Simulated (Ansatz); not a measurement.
`OB(Br)O[SiH3]` + HBr → `OB(Br)Br` + silanol at 600 K and 1 bar (ligand exchange at a B–O bond).

Computed with Ansatz on PBE0-D4/def2-TZVP structures; ΔE is electronic, products minus reactants. CCSD(T)/CBS adds triple-zeta CCSD(T) − MP2 to the extrapolated MP2 energy (def2 sets, frozen cores). For Br outer-core shells are correlated without core-valence functions, which leaves a few kJ/mol of doubt a bond. Scalar relativity is left out up to krypton. Each species was taken in one conformer, which may not be the lowest.

```json
{"species": "`OB(Br)O[SiH3]`", "CCSD(T)/CBS energy (Eh)": "-3040.13124", "H − E (kJ/mol)": "191.6", "S (J/(mol·K))": "447.4"}
{"species": "HBr", "CCSD(T)/CBS energy (Eh)": "-2573.91920", "H − E (kJ/mol)": "33.5", "S (J/(mol·K))": "219.1"}
{"species": "`OB(Br)Br`", "CCSD(T)/CBS energy (Eh)": "-5247.33602", "H − E (kJ/mol)": "92.7", "S (J/(mol·K))": "373.7"}
{"species": "`O[SiH3]`", "CCSD(T)/CBS energy (Eh)": "-366.69042", "H − E (kJ/mol)": "135.7", "S (J/(mol·K))": "307.9"}
```

H − E and S are ideal-gas, rigid-rotor, harmonic terms from PBE0-D4/def2-TZVP, for one conformer and one mirror image of each species. 1 Eh = 2625.50 kJ/mol, R = 8.31446 J/(mol·K).

Problem. By hand: ΔE, ΔH, ΔS and ΔG.

Solution. ΔE = (-5247.33602) + (-366.69042) − (-3040.13124) − (-2573.91920) = 0.02400 Eh = 63.0 kJ/mol. Δ(H − E) = 92.7 + 135.7 − 191.6 − 33.5 = 3.3, so ΔH = 66.3 kJ/mol. ΔS = 373.7 + 307.9 − 447.4 − 219.1 = 15.1 J/(mol·K). ΔG = 66.3 − 600 × (15.1)/1000 = 57.2 kJ/mol.

Problem. By hand: the equilibrium constant, and the temperature at which ΔG would vanish if ΔH and ΔS stayed fixed.

Solution. log₁₀ K = −ΔG/(RT ln 10) = -5.0. ΔG = 0 at ΔH/ΔS = 4391 K, far beyond where these terms or the molecules hold.

ΔH outweighs TΔS. A doubt of 5 kJ/mol in ΔE shifts log₁₀ K by 0.4 here. Other conformers and mirror images would add mixing entropy, several J/(mol·K) or more a flexible species. These are equilibria of isolated gas molecules and say nothing of rates. Largest T1 diagnostic: 0.011 (customary marks: 0.02 for closed shells, 0.045 for open ones).
